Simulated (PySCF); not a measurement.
# [Er(NH2)2]+ at several levels of theory

Computed with PySCF 2.14.0 (density fitting, no spin-orbit coupling) at the geometry relaxed with PBE0:

```xyz
7
[Er(NH2)2]+ (singlet in the valence; each metal's 4f electrons, 11 of them, lie in its core potential, out of spins and levels)
Er    0.0000    0.0000   -0.2558
N     1.6181   -0.1644    0.9898
H     2.6147   -0.2596    0.7819
H     1.5401   -0.1684    2.0093
N    -1.6181    0.1644    0.9898
H    -2.6147    0.2596    0.7819
H    -1.5401    0.1684    2.0093
```

```csv
level,basis,state,HOMO (eV),gap (eV),charge on Er1 (e),population of f-type functions on Er1 (polarisation alone where 4f lies in the core),dipole about the centre of mass (D),largest force component (eV/Å)
PBE0,"Er lcecp-1-SVP with ECP57, N def2-SVP, H def2-SVP",singlet,-11.72,4.88,1.19,0.05,2.79,0.02
BLYP,the same,singlet,-10.31,2.69,1.03,0.04,2.32,0.80
TPSS,the same,singlet,-10.45,3.12,1.13,0.04,2.56,0.54
```

In the lcecp rows the 4f levels are missing from HOMO and gap, and the state counts the valence alone.

Charges are Mulliken's, which hang on the basis. The relaxation used the grid (50, 194), these runs (75, 302) or, all-electron (x2c bases, spin-free X2C Hamiltonian), (99, 590).

Q: What does PBE0 with Er lcecp-1-TZVP with ECP57, N def2-TZVP, H def2-TZVP give here?

A: state singlet, HOMO (eV) -11.74, gap (eV) 4.89, charge on Er1 (e) 1.62, population of f-type functions on Er1 (polarisation alone where 4f lies in the core) 0.04, dipole about the centre of mass (D) 3.05, largest force component (eV/Å) 0.33. Time: 7.6 s on 2 threads of Arm Neoverse V1, with other jobs on the host, from free ions and atoms.

In the first row's basis the gap widens with exact exchange: 2.7 to 3.1 eV for BLYP, TPSS (none); 4.9 eV for PBE0 (a fixed share).

An lcecp potential fixes the number of 4f electrons, so in runs with it no electron can move into or out of that shell.
